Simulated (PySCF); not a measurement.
Computed IR spectrum (relative IR intensity) of a molecule CH3ClF2Si. Geometry: PBE0-D3(BJ)/def2-SVP. Other conformers were not sampled. Computed with PBE0-D3(BJ)/def2-SVP (PySCF 2.14.0). Frequencies are harmonic and unscaled.

| ν (cm⁻¹) | relative intensity |
|---|---|
| 253 | 3.1 |
| 294 | 10.0 |
| 332 | 22 |
| 546 | 35 |
| 738 | 24 |
| 784 | 2.7 |
| 811 | 81 |
| 922 | 100 |
| 982 | 97 |
| 1282 | 26 |
| 1419 | 4.0 |
| 1421 | 2.1 |

Which molecule gave these data?
A. FC[Si@@H](F)Cl
B. C[Si](F)(F)Cl
C. FC(F)[SiH2]Cl

B, C[Si](F)(F)Cl
